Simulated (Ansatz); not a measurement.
Abridged output of a molecular run in Ansatz:

```
Functional definition: HF
684 factors; integrals over basis functions are off by at most 1.0e-3 eV
mean field evaluation 1: about -23444.6166 eV, gradient 2.7e1 eV
mean field evaluation 2: about -23444.6187 eV, gradient 2.7e1 eV
mean field evaluation 4: about -23447.5908 eV, gradient 1.9e0 eV
mean field evaluation 8: about -23447.6330 eV, gradient 1.8e-1 eV
mean field evaluation 16: about -23447.6352 eV, gradient 3.2e-2 eV
mean field -23447.73397943 eV, -861.6883302990 hartree, gradient 1.9e-6 eV, S^2 0.757530; 4 other end points of the search recorded, 0 dependent functions left out
12 core orbitals not correlated: weight in the atoms' cores, before any rotation towards them, 1.000 or more for the frozen orbitals, at most 0.000 for the correlated occupied ones
reference -23447.73397943 eV, -861.6883302990 hartree; 13, 12 occupied and 49, 50 virtual orbitals, 684 factors
second order -15.31844080 eV of doubles, -0.00000000 eV of singles
cycle   1  -15.73143441 eV  change   -4.1e-1 eV  update   8.9e-2
cycle   2  -16.08239157 eV  change   -3.5e-1 eV  update   2.5e-2
cycle   3  -16.17883330 eV  change   -9.6e-2 eV  update   1.4e-2
cycle   4  -16.17849106 eV  change    3.4e-4 eV  update   3.7e-3
cycle   5  -16.17681522 eV  change    1.7e-3 eV  update   2.2e-3
cycle   6  -16.17692275 eV  change   -1.1e-4 eV  update   1.0e-3
cycle   7  -16.17693442 eV  change   -1.2e-5 eV  update   6.4e-4
cycle   8  -16.17694914 eV  change   -1.5e-5 eV  update   4.6e-4
cycle   9  -16.17704019 eV  change   -9.1e-5 eV  update   4.2e-4
cycle  10  -16.17695808 eV  change    8.2e-5 eV  update   4.1e-4
cycle  11  -16.17699829 eV  change   -4.0e-5 eV  update   3.9e-4
cycle  12  -16.17707572 eV  change   -7.7e-5 eV  update   3.6e-4
cycle  13  -16.17719625 eV  change   -1.2e-4 eV  update   3.3e-4
cycle  14  -16.17724735 eV  change   -5.1e-5 eV  update   2.9e-4
cycle  15  -16.17717201 eV  change    7.5e-5 eV  update   1.9e-4
cycle  16  -16.17713811 eV  change    3.4e-5 eV  update   8.9e-5
cycle  17  -16.17714874 eV  change   -1.1e-5 eV  update   3.9e-5
cycle  18  -16.17717031 eV  change   -2.2e-5 eV  update   1.3e-5
cycle  19  -16.17717940 eV  change   -9.1e-6 eV  update   5.8e-6
perturbative correction -0.31350567 eV, -0.0115211208 hartree
Total energy: -23464.22466450 eV, -862.2943517976 hartree
Checks for a lower state left out: cluster_reference
```

Its atoms:

```xyz
6

O    -0.951   -0.116   -0.904
Si    0.380   -0.113    0.029
F     0.352   -1.251    1.143
S     0.491    1.711    1.111
H    -1.783    0.156   -0.511
H     1.511   -0.387   -0.868
```

Task: Which basis set was used?
A. def2-SVP
B. cc-pV(Q+d)Z
C. def2-QZVPP
D. def2-TZVPP

Result: A. It gives 74 functions.

Task: Write the keys of the input that set method, charge and spin (a neutral closed shell needs none for the last two).

Result: 
```yaml
magnetization: {spin_polarized: true, initial_magnetization: 1}
correlation: {method: ccsd_t}
scf: {omitted_lower_state_checks: [cluster_reference]}
```
